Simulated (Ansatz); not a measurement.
One change: `C=NC(F)N[SiH3]` becomes `C=NC(F)OC`.

Ansatz, PBE0-D4/def2-TZVP geometries, multiplicity 1. Each molecule was computed in one conformer, which needn't be the lowest.

| property | `C=NC(F)N[SiH3]` |
| --- | --- |
| HOMO–LUMO gap (B3LYP/def2-TZVPP) / eV | 6.28 |
| HOMO energy (ωB97M-V/def2-TZVPP) / eV | -9.96 |
| HOMO–LUMO gap (PBE0/def2-TZVPP) / eV | 6.77 |
| LUMO energy (PBE/def2-TZVPP) / eV | -1.96 |
| LUMO energy (B3LYP/def2-TZVPP) / eV | -1.11 |
| HOMO energy (PBE0/def2-TZVPP) / eV | -7.62 |

What does the change do to each property? (An estimate is asked.)

Computed: 
| property | `C=NC(F)OC` | shift |
| --- | --- | --- |
| HOMO–LUMO gap (B3LYP/def2-TZVPP) / eV | 6.50 | 0.22 |
| HOMO energy (ωB97M-V/def2-TZVPP) / eV | -10.19 | -0.23 |
| HOMO–LUMO gap (PBE0/def2-TZVPP) / eV | 6.99 | 0.22 |
| LUMO energy (PBE/def2-TZVPP) / eV | -1.95 | 0.01 |
| LUMO energy (B3LYP/def2-TZVPP) / eV | -1.10 | 0.01 |
| HOMO energy (PBE0/def2-TZVPP) / eV | -7.81 | -0.19 |

B3LYP here is the variant with VWN-RPA as its local correlation; programs differ in this.
